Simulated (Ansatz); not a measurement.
`O[SiH](F)[SiH2][SiH3]` → `O[SiH]` + `F[SiH2][SiH3]` at 400 K and 1 bar (silylene formation by 1,1-elimination).

Computed with Ansatz on PBE0-D4/def2-TZVP structures; ΔE is electronic, products minus reactants. CCSD(T)/CBS adds triple-zeta CCSD(T) − MP2 to the extrapolated MP2 energy (def2 sets, frozen cores). This one scheme is used for every species. One conformer a species, not always the lowest.

```csv
species,CCSD(T)/CBS energy (Eh),H − E (kJ/mol),S (J/(mol·K))
`O[SiH](F)[SiH2][SiH3]`,-1046.52114,222.2,449.6
`O[SiH]`,-365.43832,70.5,255.7
`F[SiH2][SiH3]`,-681.00067,143.3,339.5
```

H − E and S are ideal-gas, rigid-rotor, harmonic terms from PBE0-D4/def2-TZVP, for one conformer and one mirror image of each species. 1 Eh = 2625.50 kJ/mol, R = 8.31446 J/(mol·K).

Task: By hand: ΔE, ΔH, ΔS and ΔG.

Result: ΔE = (-365.43832) + (-681.00067) − (-1046.52114) = 0.08215 Eh = 215.7 kJ/mol. Δ(H − E) = 70.5 + 143.3 − 222.2 = -8.4, so ΔH = 207.3 kJ/mol. ΔS = 255.7 + 339.5 − 449.6 = 145.6 J/(mol·K). ΔG = 207.3 − 400 × (145.6)/1000 = 149.1 kJ/mol.

Task: By hand: the equilibrium constant, and the temperature at which ΔG would vanish if ΔH and ΔS stayed fixed.

Result: log₁₀ K = −ΔG/(RT ln 10) = -19.5. ΔG = 0 at ΔH/ΔS = 1424 K.

The number of gas molecules changes by +1, which sets the sign of ΔS. A doubt of 5 kJ/mol in ΔE shifts log₁₀ K by 0.7 here. Other conformers and mirror images would add mixing entropy, several J/(mol·K) or more a flexible species. Modes under 60 cm⁻¹, often nearly free rotors, make the harmonic entropy too high. These are equilibria of isolated gas molecules and say nothing of rates. Largest T1 diagnostic: 0.016 (customary marks: 0.02 for closed shells, 0.045 for open ones).
